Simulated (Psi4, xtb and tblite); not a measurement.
Two geometries of SMILES CS[SiH2][SiH2][GeH3] (CH10GeSSi2), relaxed at GFN2-xTB with one dihedral held; other torsions can differ between them too.

Structure A

```
15

C     -3.5496     0.2276     0.0602
S     -2.1854    -0.7595     0.7418
Si    -0.5020     0.2454    -0.1375
Si     1.3615    -0.8973     0.6139
Ge     3.3035     0.0675    -0.2518
H     -4.4696    -0.2024     0.4416
H     -3.5334     0.1718    -1.0238
H     -3.4545     1.2574     0.3901
H     -0.6266     1.6522     0.2628
H     -0.7492     0.2359    -1.5844
H      1.4622    -0.8901     2.0776
H      1.3383    -2.3099     0.2180
H      3.2892     0.3369    -1.7288
H      4.5623    -0.7277    -0.0725
H      3.6743     1.4061     0.3159
```

Structure B

```
15

C     -2.3151    -2.3949     0.1840
S     -2.2993    -0.6882     0.8097
Si    -0.5909     0.0970    -0.2423
Si     1.3992    -0.9327     0.3810
Ge     1.4727    -3.2486     0.0029
H     -3.2153    -2.8626     0.5685
H     -1.4396    -2.9320     0.5450
H     -2.3374    -2.3891    -0.9018
H     -0.6993     1.5127     0.0821
H     -0.9189    -0.0807    -1.6624
H      2.4914    -0.3145    -0.3811
H      1.7107    -0.7116     1.7989
H      0.8975    -4.1010     1.0989
H      2.8355    -3.8392    -0.2111
H      0.7089    -3.7139    -1.2070
```

### Question
Which is lower in energy at the level Psi4 with B3LYP-D3(BJ)/def2-TZVP // GFN2-xTB, and by how much?

### Answer
B is lower, by 4.59 kJ/mol (dihedral S2–Si3–Si4–Ge5: 180° in A, 60° in B).

E(B) − E(A) in kJ/mol at the other levels, on the same two geometries: GFN2-xTB (xtb and tblite) -0.38; B3LYP/def2-TZVP // GFN2-xTB (Psi4) 1.23.
